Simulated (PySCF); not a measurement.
## Removing an electron from SnHMe2Br

Species: SnHMe2Br, C₂H₇BrSn.
Structure used (PBE0-D3(BJ)/def2-SVP), in Å, numbered top down from 1:
```
atom  x, y, z in Å
Sn1   -0.2577   -0.4365    0.5238
H2    -0.4057   -0.6696    2.2177
C3     1.7638   -0.5626   -0.1679
H4     2.3756    0.2486    0.2513
H5     1.7703   -0.4989   -1.2647
H6     2.1844   -1.5311    0.1357
C7    -1.3641    1.2509   -0.1906
H8    -2.4055    1.1676    0.1493
H9    -1.3454    1.2496   -1.2891
H10   -0.9319    2.1897    0.1835
Br11  -1.3840   -2.4077   -0.5491
```

Level: CAM-B3LYP/def2-SVPD (PySCF). Frontier orbitals with their largest atomic shares (Löwdin; up to four atoms above 4 %):

```
orbital  ε (eV)                             main atoms
 HOMO−3  -10.28   Br11 55 %, Sn1 18 %, C7 10 %, C3 9 %
 HOMO−2  -10.24  Br11 22 %, C3 21 %, C7 20 %, Sn1 19 %
 HOMO−1   -9.10             Br11 78 %, Sn1 9 %, H2 6 %
   HOMO   -9.04                                      ?
   LUMO    0.34   Sn1 36 %, Br11 33 %, H2 12 %, C7 6 %
 LUMO+1    0.66   Sn1 39 %, C7 11 %, C3 10 %, Br11 9 %
 LUMO+2    1.15   Sn1 38 %, H2 20 %, Br11 16 %, C7 9 %
```

Task: What vertical ionisation energy does ΔSCF give, and how far is −ε(HOMO) from it?

Result: ΔSCF: 9.93 eV (958 kJ/mol; threshold wavelength 125 nm); ⟨S²⟩ of the doublet left behind is 0.760, against 0.75 for a pure doublet. −ε(HOMO) is 9.04 eV, 0.89 eV below it. For the exact functional −ε(HOMO) would equal the first vertical ionisation energy; CAM-B3LYP (range-separated hybrid) falls short of its own ΔSCF value by 9 %.

Task: On which atoms does the HOMO lie?

Result: Br11 (bromine bonded to Sn) 72 %, C3 (carbon bonded to Sn and 3 H) 8 %, Sn1 (tin bonded to Br, 2 C and H) 8 %, C7 (carbon bonded to Sn and 3 H) 8 %, so more than half of it is on one atom. The HOMO−1 lies 0.06 eV lower.

Task: With α = 88.4 au, estimate the like-pair dispersion coefficient by London's formula C6 = (3/4)α²I.

Result: I = 0.3648 Eh, so C6 ≈ 2140 au, a rough estimate.

Task: Shift the occupied levels rigidly so that −ε(HOMO) equals the ΔSCF value. What binding energies result?

Result: The shift is +0.89 eV: HOMO 9.93, HOMO−1 9.99, HOMO−2 11.13, HOMO−3 11.17 eV. A rigid shift is only a rough guide to the deeper ionisations.

Task: What kinetic energy would electrons from this vertical process carry with He I light (21.218 eV)?

Result: 21.22 − 9.93 = 11.29 eV.

Geometry: PBE0-D3(BJ)/def2-SVP; no solvent, vibrations or thermal averaging. Atoms past krypton carry effective core potentials; spin–orbit coupling is left out. The calculation is non-relativistic apart from the core potentials, for bromine too.
